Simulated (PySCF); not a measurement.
5-methylidene-2H-1,3-oxazole (C₄H₅NO), SMILES C=C1C=NCO1.

Geometry: ωB97X-D3(BJ)/def2-SVP. Other conformers were not sampled.

Method: PySCF with PBE/def2-TZVP.

Symmetry labels are those of the subgroup Cs that the program uses (full group Cs).

Computed valence orbital energies around the gap with their symmetry:
```csv
orbital,symmetry,energy (eV)
HOMO−7,A',-11.10
HOMO−6,A',-10.63
HOMO−5,A',-9.97
HOMO−4,A",-9.09
HOMO−3,A',-8.83
HOMO−2,A",-8.25
HOMO−1,A',-6.87
HOMO,A",-5.55
LUMO,A",-2.23
LUMO+1,A",0.65
LUMO+2,A',0.77
LUMO+3,A',1.13
```
